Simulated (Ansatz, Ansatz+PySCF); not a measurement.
```xyz
9

O     1.1778    0.0485    0.0115
C     0.4044    1.1052   -0.0253
C    -0.9247    0.7182    0.0329
C    -0.9979   -0.6901   -0.0134
C     0.3644   -1.0671   -0.0076
H     0.6803    2.1613    0.0454
H    -1.8656    1.3567   -0.0258
H    -1.8408   -1.3006    0.0388
H     0.6968   -2.1761    0.0443
```

Basis set: def2-SVP (spherical functions). Frozen core: 5 orbitals. Charge 0, multiplicity 1.

Computed with Ansatz (development build ahead of 0.2.0); each method stands on the lowest determinant of its kind that the runs found. Restricted open shells among the atoms or ions are ROHF, correlated in semicanonical orbitals with singles.

Q: Give the atomization energy at this shape (free ground-state atoms in the same class of orbitals less the molecule, no zero-point energy) of singlet C₄H₄O by RHF-MP2, RHF.

A:

```tsv
method	atomization energy
RHF-MP2	4036.2 kJ/mol
RHF	3012.1 kJ/mol
```

Caution: the shape is not the minimum.
